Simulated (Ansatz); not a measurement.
Molecule: [amino(dimethyl)germyl]methane, C₃H₁₁GeN, charge 0, multiplicity 1. SMILES: [Ge]([CH3])([NH2])([CH3])[CH3]
Structure (B3LYP-D3(BJ)/def2-TZVP (Ansatz, a program for electronic structure) minimum search):
```xyz
16

C      1.8299     0.0606    -0.7027
Ge    -0.0005    -0.0012     0.0008
C     -1.1428    -1.0874    -1.1874
C     -0.7682     1.7919     0.2123
N      0.1376    -0.7033     1.7215
H      2.4618     0.6597    -0.0475
H      2.2499    -0.9441    -0.7662
H      1.8421     0.4992    -1.7012
H     -1.1966    -0.6422    -2.1825
H     -0.7412    -2.0970    -1.2830
H     -2.1545    -1.1553    -0.7853
H     -1.7664     1.7322     0.6482
H     -0.8473     2.2913    -0.7540
H     -0.1387     2.3926     0.8684
H     -0.7384    -0.7466     2.2267
H      0.5690    -1.6179     1.7662
```
Charge 0, spin multiplicity 1.

Quantity: atomisation energy (electronic, to ground-state atoms), in kcal/mol. Valence correlation only, unless marked. UHF or UKS for open shells. No spin-orbit coupling. Frozen are the shells of the preceding noble gas and the d and f shells that filled before the atom's block. No relativistic terms. The coupled-cluster limit lacks core correlation, which all-electron functionals hold. Basis-set limits of correlation are two-point, X^-3; Hartree-Fock from the larger set.

```json
[
 {"level": "PBE/def2-TZVPD", "program": "Ansatz", "atomisation energy (kcal/mol)": "1393.5"},
 {"level": "r2SCAN/def2-TZVPD", "program": "Ansatz", "atomisation energy (kcal/mol)": "1382.3"},
 {"level": "B2GP-PLYP/def2-TZVPD", "program": "Ansatz", "atomisation energy (kcal/mol)": "1362.4"},
 {"level": "RPA@PBE/cc-pVQZ", "program": "Ansatz", "atomisation energy (kcal/mol)": "(withheld)"},
 {"level": "SCS-MP2/cc-pVDZ", "program": "Ansatz", "atomisation energy (kcal/mol)": "1280.5"},
 {"level": "SCS-MP2/cc-pVTZ", "program": "Ansatz", "atomisation energy (kcal/mol)": "1362.2"},
 {"level": "CCSD/STO-3G", "program": "Ansatz", "atomisation energy (kcal/mol)": "1470.6"},
 {"level": "CCSD/cc-pVTZ", "program": "Ansatz", "atomisation energy (kcal/mol)": "(withheld)"},
 {"level": "CCSD(T)/CBS(cc-pVTZ,cc-pVQZ)", "program": "Ansatz", "atomisation energy (kcal/mol)": "(withheld)"}
]
```

Q: Complete the blanks.

A: 
- RPA@PBE/cc-pVQZ, atomisation energy (kcal/mol): 1319.6
- CCSD/cc-pVTZ, atomisation energy (kcal/mol): 1336.9
- CCSD(T)/CBS(cc-pVTZ,cc-pVQZ), atomisation energy (kcal/mol): 1385.7
